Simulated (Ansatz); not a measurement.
The pair A = CH4 (SMILES C) (first 5 atoms), B = CH6Si (SMILES C[SiH3]); geometry from B3LYP-D3(BJ)/def2-TZVP.
(charge 0, multiplicity 1):
```xyz
13

C     -0.08193     0.00141    -0.31313
H     -1.03740    -0.09534     0.20060
H      0.30176     1.01278    -0.18486
H      0.62756    -0.71108     0.10463
H     -0.21934    -0.20104    -1.37434
C     -0.17652     1.26543     3.41524
Si     0.16591    -0.57483     3.53435
H     -0.29914     1.57077     2.37528
H      0.64515     1.84224     3.84365
H     -1.08883     1.52562     3.95509
H     -0.94982    -1.35547     2.94695
H      0.32280    -0.98311     4.95218
H      1.41172    -0.92530     2.81039
```

Frozen-core correlation. MP2 and its Hartree–Fock in aug-cc-pV(T+d)Z are density fitted.

Programs: Ansatz (an electronic-structure program) with Gaussian orbitals. Values without a source in brackets are computed.

The counterpoise-corrected interaction energy is E(AB) − E(A in the pair's basis) − E(B in the pair's basis). Total energies (hartree):

```csv
level,AB,A in the pair's basis,B in the pair's basis
HF/aug-cc-pV(D+d)Z,-370.4997987,-40.1998778,-330.3011307
MP2/aug-cc-pV(D+d)Z,-370.9410628,-40.3681924,-330.5717135
HF/aug-cc-pV(T+d)Z,-370.5387737,-40.2136010,-330.3263764
MP2/aug-cc-pV(T+d)Z,-371.0659747,-40.4145729,-330.6499703
CCSD(T)/aug-cc-pV(D+d)Z,-371.0208724,-40.3960236,-330.6236189
```

**Question.** Work out the counterpoise-corrected interaction energy at the basis-set limit: extrapolate the MP2 correlation part as X⁻³, take Hartree–Fock from the larger set, and add the CCSD(T) − MP2 difference of aug-cc-pV(D+d)Z.

**Answer.** 
1. Differences (1 hartree = 627.509 kcal/mol): HF/aug-cc-pV(D+d)Z 0.759; MP2/aug-cc-pV(D+d)Z -0.726; HF/aug-cc-pV(T+d)Z 0.755; MP2/aug-cc-pV(T+d)Z -0.898; CCSD(T)/aug-cc-pV(D+d)Z -0.772.
2. Correlation parts, MP2 less HF: -1.485 in aug-cc-pV(D+d)Z (X = 2), -1.654 in aug-cc-pV(T+d)Z (X = 3).
3. Limit (3³·(-1.654) − 2³·(-1.485))/(3³ − 2³) = -1.724; with HF/aug-cc-pV(T+d)Z it gives -0.969.
4. CCSD(T) less MP2 in aug-cc-pV(D+d)Z: -0.046.
Result: -1.01 kcal/mol, against -0.73 at MP2/aug-cc-pV(D+d)Z. It is an estimate of this method's limit, not of the exact value.
